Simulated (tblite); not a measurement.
Species: C11H7N3.
SMILES: `c1cnc2c(c1)ccc1nccnc12`

Method: GFN2-xTB as coded in tblite; computed harmonic values from a numerical Hessian at the method's own geometry, unscaled. Against measured fundamentals such values can be off by several per cent, at times by over 20.

Harmonic wavenumbers (cm⁻¹): 81.7, 93.2, 188.7, 218.5, 219.0, 357.1, 394.0, 399.7, 434.2, 440.4, 505.9, 514.7, 537.4, 571.8, 598.2, 710.4, 718.4, 727.9, 768.9, 775.7, 826.1, 854.0, 854.5, 889.9, 908.5, 915.0, 917.8, 925.9, 1036.8, 1089.9, 1099.6, 1109.1, 1148.2, 1177.8, 1215.1, 1219.1, 1222.2, 1293.3, 1306.1, 1309.9, 1344.2, 1379.1, 1392.2, 1432.2, 1478.4, 1501.3, 1534.8, 1546.1, 1579.6, 1603.1, 3053.4, 3053.8, 3061.6, 3061.9, 3071.9, 3094.8, 3103.2.

A = 1668, B = 592.0, C = 436.9 MHz; mass 181.064 u (most abundant isotopes); point group Cs, symmetry number 1.

**Question.** Zero-point energy?

**Answer.** ½Σν̃ = 33433 cm⁻¹ = 399.95 kJ/mol.

**Question.** Entropy at 200 K, 1 bar (ideal gas, RRHO, classical rotation)?

**Answer.** Translation 165.39, rotation 124.68, vibration 57.74: S = 347.8 J/(mol K).

**Question.** And Cp and H(200 K) − H(0)?

**Answer.** Cp = 117.12 J/(mol K), of which vibrations give 83.86 (their classical limit is 57 R = 473.9); H(200 K) − H(0) = 13.67 kJ/mol without the zero-point energy, 7.02 from vibrations.

**Question.** Blend soft modes into free rotors: weight 1/[1 + (100 cm⁻¹/ν̃)⁴] for the oscillator and the rest for a rotor with moment μB/(μ + B), μ = h/(8π²ν), B = 10⁻⁴⁴ kg m². What vibrational entropy results?

**Answer.** 56.15 J/(mol K) in place of 57.74, which changes −T·S at 200 K by +0.32 kJ/mol.

**Question.** Which modes carry the vibrational entropy at 200 K?

**Answer.** 81.7 cm⁻¹: 12.85; 93.2 cm⁻¹: 11.79; 188.7 cm⁻¹: 6.38; 218.5 cm⁻¹: 5.36; 219.0 cm⁻¹: 5.34; 357.1 cm⁻¹: 2.44 J/(mol K); the other 51 give 13.57 together.

Hindered rotation and anharmonicity are outside this model.
